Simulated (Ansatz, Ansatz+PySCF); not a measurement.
```yaml
atoms:
  - { symbol: F, position_ang: [0.0302, -0.3499, -1.2142] }
  - { symbol: H, position_ang: [0.0229, 0.4116, -0.8069] }
  - { symbol: F, position_ang: [0.0364, 0.3756, 1.1608] }
  - { symbol: H, position_ang: [0.0004, -0.4963, 0.8271] }
```

Basis set: def2-SVP (spherical functions). Correlated methods keep 2 orbitals frozen. Charge 0, multiplicity 1.

Computed with Ansatz (development build ahead of 0.2.0); each method stands on the lowest determinant of its kind that the runs found. Restricted open shells among the atoms or ions are ROHF, correlated in semicanonical orbitals with singles. Restricted functionals stand beside restricted open-shell atoms, which can lie above the unrestricted atoms usual in DFT and then raise those values.

The atomization energy at this shape (free ground-state atoms in the same class of orbitals less the molecule, no zero-point energy) of singlet H2F2:

```
               method  atomization energy
   ωB97X (restricted)     273.00 kcal/mol
 ωB97X (unrestricted)     271.13 kcal/mol
r²SCAN (unrestricted)     270.81 kcal/mol
  r²SCAN (restricted)     273.52 kcal/mol
    PBE0 (restricted)     269.58 kcal/mol
  PBE0 (unrestricted)     267.62 kcal/mol
   PBE (unrestricted)     276.56 kcal/mol
          RHF-CCSD(T)     261.08 kcal/mol
              RHF-MP2     267.58 kcal/mol
                  RHF     194.63 kcal/mol
                  UHF     190.14 kcal/mol
```

Question: What does PBE (restricted) give?

Answer: 278.00 kcal/mol.
